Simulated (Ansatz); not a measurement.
`OC[SiH]1C[SiH2]1` and `CB[SiH]1C[SiH2]1` differ in one atom or group.

Ansatz, PBE0-D4/def2-TZVP geometries, multiplicity 1. Each molecule was computed in one conformer, which needn't be the lowest.

```tsv
property	`OC[SiH]1C[SiH2]1`
HOMO–LUMO gap (B3LYP/def2-TZVPP) / eV	5.03
size of the dipole moment (PBE/def2-TZVPP) / D	1.57
LUMO energy (B3LYP/def2-TZVPP) / eV	-1.15
size of the dipole moment (ωB97M-V/def2-TZVPP) / D	1.71
HOMO energy (PBE/def2-TZVPP) / eV	-5.42
HOMO–LUMO gap (ωB97M-V/def2-TZVPP) / eV	9.25
```

(1) Give the same properties after the change, and the shifts. (Estimate.)

Answers

(1) The calculation gave: 
```json
{"property": "HOMO–LUMO gap (B3LYP/def2-TZVPP) / eV", "`CB[SiH]1C[SiH2]1`": "4.28", "shift": "-0.75"}
{"property": "size of the dipole moment (PBE/def2-TZVPP) / D", "`CB[SiH]1C[SiH2]1`": "1.43", "shift": "-0.14"}
{"property": "LUMO energy (B3LYP/def2-TZVPP) / eV", "`CB[SiH]1C[SiH2]1`": "-2.27", "shift": "-1.12"}
{"property": "size of the dipole moment (ωB97M-V/def2-TZVPP) / D", "`CB[SiH]1C[SiH2]1`": "1.52", "shift": "-0.19"}
{"property": "HOMO energy (PBE/def2-TZVPP) / eV", "`CB[SiH]1C[SiH2]1`": "-5.86", "shift": "-0.44"}
{"property": "HOMO–LUMO gap (ωB97M-V/def2-TZVPP) / eV", "`CB[SiH]1C[SiH2]1`": "8.34", "shift": "-0.91"}
```

With PBE0 the HOMO falls by 0.38 eV and the LUMO falls by 1.13 eV, so the gap narrows by about 0.75 eV. PBE moves the HOMO by -0.44 eV and ωB97M-V by -0.27 eV. Dipoles are sizes alone; their direction can turn.

B3LYP here is the variant with VWN-RPA as its local correlation; programs differ in this.
